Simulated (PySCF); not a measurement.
C₇H₅FO.
Geometry (GFN2-xTB, Å), atoms numbered from 1 in this order:
```xyz
14
C7H5FO angstrom
O      3.1443   -0.4988    0.3435
C      2.3348    0.2714   -0.1024
C      0.8755    0.0969   -0.0375
C      0.3370   -1.0320    0.5811
C     -1.0321   -1.2054    0.6492
C     -1.8822   -0.2575    0.1022
C     -1.3347    0.8585   -0.5097
F     -2.1614    1.7793   -1.0415
C      0.0291    1.0556   -0.5906
H      2.6495    1.2028   -0.6132
H      1.0162   -1.7585    1.0004
H     -1.4448   -2.0796    1.1286
H     -2.9541   -0.3695    0.1424
H      0.4222    1.9364   -1.0747
```

Computed, not measured: wB97X-D/def2-SVPD in PySCF (dipole) on a GFN2-xTB geometry, gas phase.

Take the most abundant isotopes and a rigid rotor. The values belong to one conformer with, in the numbering `[O:1]=[CH:2][c:3]1[cH:4][cH:5][cH:6][c:7]([F:8])[cH:9]1`, O1–C2–C3–C4 0°.

(1) Give the principal moments of inertia and the rotational constants in GHz.

(2) Classify the top.

(3) Is it planar, by Δ = Ic − Ia − Ib?

(4) Where do the levels up to J = 4 lie, in MHz?

(5) Which lines would a microwave search look for?

(6) Estimate the classical rotational partition function at 10 K, 200 K and 298.15 K.

## Answers

(1) Ia = 136.14, Ib = 451.58, Ic = 587.72 u·Å²; 505379 MHz·u·Å²/I gives 3712, 1119 and 859.9 MHz, that is A = 3.7122, B = 1.1191, C = 0.8599 GHz.

(2) An asymmetric top; Ray's κ = -0.818.

(3) Planar: Δ = Ic − Ia − Ib = 0.00 u·Å². For a rigid frame Δ = −2 Σ m c², so it vanishes when all atoms lie in the ab plane; here none is more than 0.01 Å from it.

(4) Above 0(0,0):
J = 1: 1(0,1) 1979, 1(1,1) 4572, 1(1,0) 4831
J = 2: 2(0,2) 5919, 2(1,2) 8271, 2(1,1) 9049, 2(2,1) 16828, 2(2,0) 16846
J = 3: 3(0,3) 11782, 3(1,3) 13808, 3(1,2) 15363, 3(2,2) 22765, 3(2,1) 22857, 3(3,1) 36390, 3(3,0) 36391
J = 4: 4(0,4) 19519, 4(1,4) 21171, 4(1,3) 23758, 4(2,3) 30667, 4(2,2) 30938, 4(3,2) 44340, 4(3,1) 44346, 4(4,1) 63368, 4(4,0) 63368

(5) The dipole components are |μa| = 2.00 D, |μb| = 0.52 D, |μc| = 0.00 D; the mirror of this Cs structure is the ab plane, so μc vanishes by symmetry and there are no c-type lines. Intensities carry the squares of the components, which stand as 1.00 : 0.07 (a : b). Some lines, for components of 0.1 D or more:

```csv
type,branch,"J(Ka,Kc)",MHz,lower level (cm⁻¹)
a,R,"1(0,1) ← 0(0,0)",1979,0.000
b,Q,"1(1,0) ← 1(0,1)",2852,0.066
b,Q,"2(1,1) ← 2(0,2)",3130,0.197
a,R,"2(1,2) ← 1(1,1)",3699,0.153
a,R,"2(0,2) ← 1(0,1)",3940,0.066
a,R,"2(1,1) ← 1(1,0)",4217,0.161
b,R,"1(1,1) ← 0(0,0)",4572,0.000
b,R,"2(1,2) ← 1(0,1)",6292,0.066
b,Q,"2(2,0) ← 2(1,1)",7798,0.302
b,R,"2(2,1) ← 1(1,0)",11997,0.161
b,R,"2(2,0) ← 1(1,1)",12274,0.153
```

(6) Point group Cs, symmetry number σ = 1; q = (√π/σ)·√((kT/h)³/(ABC)), k/h = 20836.6 MHz/K: 2820 at 10 K, 252000 at 200 K, 459000 at 298.15 K.

Whether it is a minimum is left open (no frequencies). Constants of a rigid frame at the computed geometry: no zero-point averaging, no centrifugal distortion.
